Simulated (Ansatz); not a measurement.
Reactions of `CC[SiH2]N`.

Isolated molecules relaxed with PBE0-D4/def2-TZVP in Ansatz; ΔE leaves out vibrations. CCSD(T)/CBS adds triple-zeta CCSD(T) − MP2 to the extrapolated MP2 energy (def2 sets, frozen cores). This one scheme is used for every species. Functionals use def2-TZVPP. B3LYP here is the variant with VWN-RPA as its local correlation; programs differ in this. Open shells (•) are unrestricted, without spin–orbit coupling. def2 core potentials past Kr. For Te outer-core shells are correlated without core-valence functions, which leaves a few kJ/mol of doubt a bond. One conformer a species, not always the lowest.

```tsv
reaction	B3LYP-D4 (eV)	CCSD/CBS(def2) (eV)	MP2/CBS(def2) (eV)
`CC[SiH2]N` + `SS` → `CCSS` + `N[SiH3]`	0.24	0.27	0.21
`CC[SiH2]N` + `[SiH3]`• → `CC[SiH]N`• + SiH₄	-0.07	0.01	0.00
`CC[SiH2]N` + `N[SiH](O)F` → `N[SiH2]O[SiH](N)F` + ethane	-1.46	-1.43	-1.42
`CC[SiH2]N` + H₂Te → `N[SiH2][TeH]` + ethane	-0.78	-0.78	-0.87
`CC[SiH2]N` + `CO[SiH2]F` → `CC[SiH2][SiH2]F` + `CON`	3.89	4.09	4.28
```

(1) Give the CCSD(T)/CBS values in the same order. (Best estimate.)

Largest T1 diagnostic: 0.015, for `[SiH3]`•.

Answers

(1) The calculation gave: 0.25, -0.01, -1.41, -0.79, 4.04 eV.
